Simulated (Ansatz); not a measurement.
The first iterations of a band of CH$_{7}$BOSi$_{2}$ (12 atoms, charge 0, multiplicity 1).

Method: Ansatz 0.2.0, RKS B3LYP/def2-SVP.

```
movable images  : 5
climbing image  : yes
spring          : 5.0 eV/Å²
optimiser       : quadratic models (default)
start path      : through a guess of the saddle point
force threshold : 0.05 eV/Å
iteration limit : 60
end points      : relaxed
```

First end point:

```xyz
12
Properties=species:S:1:pos:R:3
C -1.844 -0.130 0.107
Si -0.051 0.100 -0.432
Si 1.497 -0.986 0.966
B 0.476 1.405 -1.754
O 0.363 1.870 -0.513
H -2.150 -1.181 -0.030
H -1.977 0.124 1.172
H -2.515 0.503 -0.493
H 1.311 -0.595 2.398
H 2.886 -0.639 0.544
H 1.315 -2.466 0.861
H 0.766 1.941 -2.790
```

Last end point:

```xyz
12
Properties=species:S:1:pos:R:3
C -1.823 0.096 0.287
Si -0.083 0.050 -0.440
Si 1.479 -1.022 0.954
B 0.436 1.112 -1.966
O 0.497 1.738 -0.795
H -2.247 -0.922 0.317
H -1.819 0.490 1.317
H -2.487 0.725 -0.327
H 1.105 -2.461 1.109
H 1.509 -0.398 2.313
H 2.841 -0.940 0.351
H 0.670 1.477 -3.088
```

| iteration | highest image above the first end (eV) | largest band force component (eV/Å) |
| --- | --- | --- |
| 1 | 2.011 | 6.117 |
| 2 | 0.380 | 2.771 |

Question: Does the band converge within its limit, and where does its top end?

Answer: It converged. It ended after 8 iterations with the highest image 0.030 eV above the first end. A vibrational analysis at the climbing image gives one clearly imaginary mode, 79i cm⁻¹: a first-order saddle point.

Time of the run: 100 s on 2 threads of Intel(R) Xeon(R) Platinum 8488C (Sapphire Rapids) (shared host), peak memory 0.27 GiB.
